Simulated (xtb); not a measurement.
Br5Ta, triplet, geometry from GFN2-xTB (such geometries of metal compounds can be far from the true shape) (the multiplicity is a formal guess); GFN2-xTB (xtb 6.7.1).

xtb was given this input:
```
$ xtb mol.xyz --gfn 2 --uhf 2 --grad --json

# file mol.xyz
6

Ta     0.00000000    -0.00000000    -0.00000000
Br     1.88152965    -0.55969072     1.74405200
Br    -1.88152965     0.55969072    -1.74405200
Br     0.40586108     2.42269159     0.33962195
Br     1.25329277    -1.23404774    -1.74810876
Br    -1.65915386    -1.18864385     1.40848681
```

Task: Write the output that xtb gives for this input, abridged.

Result: 
```
   ID    Z sym.   atoms
    1   73 Ta     1
    2   35 Br     2-6

           -------------------------------------------------
          |                Calculation Setup                |
           -------------------------------------------------

           -------------------------------------------------
          |                 G F N 2 - x T B                 |
           -------------------------------------------------

          ...................................................
          :                      SETUP                      :
          :.................................................:
          :  # basis functions                  60          :
          :  # atomic orbitals                  54          :
          :  # shells                           18          :
          :  # electrons                        40          :
          :  max. iterations                   250          :
          :  Hamiltonian                  GFN2-xTB          :
          :  restarted?                      false          :
          :  GBSA solvation                  false          :
          :  PC potential                    false          :
          :  electronic temp.          300.0000000     K    :
          :  accuracy                    1.0000000          :
          :  -> integral cutoff          0.2500000E+02      :
          :  -> integral neglect         0.1000000E-07      :
          :  -> SCF convergence          0.1000000E-05 Eh   :
          :  -> wf. convergence          0.1000000E-03 e    :
          :  Broyden damping             0.4000000          :
          :  net charge                          0          :
          :  unpaired electrons                  2          :
          ...................................................

 iter      E             dE          RMSdq      gap      omega  full diag
   1    -22.2945451 -0.222945E+02  0.768E+00    0.00       0.0  T
   2    -22.3041123 -0.956722E-02  0.108E+01    0.00       1.0  T
   3    -22.5633235 -0.259211E+00  0.596E+00    0.00       1.0  T
   4    -22.6146269 -0.513034E-01  0.149E+00    0.00       1.0  T
   5    -22.6106443  0.398262E-02  0.183E+00    0.00       1.0  T
   6    -22.6145233 -0.387901E-02  0.104E+00    0.00       1.0  T
   7    -22.6148525 -0.329256E-03  0.676E-01    0.00       1.0  T
   8    -22.6049051  0.994741E-02  0.155E+00    0.00       1.0  T
   9    -22.6157558 -0.108507E-01  0.187E-01    0.00       1.0  T
[...]
         :: total energy             -22.601423506111 Eh    ::
[...]
        54                          3.0858865              83.9712
      -------------------------------------------------------------
                  HL-Gap            0.0000000 Eh            0.0000 eV
             Fermi-level           -0.4143326 Eh          -11.2746 eV

     #   Z          covCN         q      C6AA      α(0)
     1  73 Ta       3.865     0.817   178.645    19.781
     2  35 Br       0.835    -0.155   189.061    22.169
     3  35 Br       0.835    -0.155   189.061    22.169
     4  35 Br       0.822    -0.169   189.443    22.191
     5  35 Br       0.822    -0.169   189.443    22.191
     6  35 Br       0.822    -0.169   189.443    22.191

 Mol. C6AA /au·bohr⁶  :       6737.892656
 Mol. C8AA /au·bohr⁸  :     524930.524262
 Mol. α(0) /au        :        130.692399

Wiberg/Mayer (AO) data.
largest (>0.10) Wiberg bond orders for each atom

 ---------------------------------------------------------------------------
     #   Z sym  total        # sym  WBO       # sym  WBO       # sym  WBO
 ---------------------------------------------------------------------------
     1  73 Ta   4.614 --     4 Br   1.060     6 Br   1.060     5 Br   1.060
                             3 Br   0.717     2 Br   0.717
     2  35 Br   0.951 --     1 Ta   0.717
     3  35 Br   0.951 --     1 Ta   0.717
     4  35 Br   1.266 --     1 Ta   1.060
     5  35 Br   1.266 --     1 Ta   1.060
     6  35 Br   1.266 --     1 Ta   1.060
 ---------------------------------------------------------------------------

Topologies differ in total number of bonds
Writing topology from bond orders to xtbtopo.mol

molecular dipole:
                 x           y           z       tot (Debye)
 q only:       -0.000       0.000      -0.000
   full:        0.000      -0.000       0.000       0.000
molecular quadrupole (traceless):
                xx          xy          yy          xz          yz          zz
 q only:       -0.549       0.465       0.877      -1.450       0.431      -0.329
  q+dip:       -1.891       1.604       3.023      -4.997       1.487      -1.132
   full:       -1.862       1.579       2.976      -4.919       1.463      -1.114

           -------------------------------------------------
          | TOTAL ENERGY              -22.601423506111 Eh   |
          | GRADIENT NORM               0.000018120936 Eh/α |
          | HOMO-LUMO GAP               0.000000025446 eV   |
           -------------------------------------------------

normal termination of xtb
```
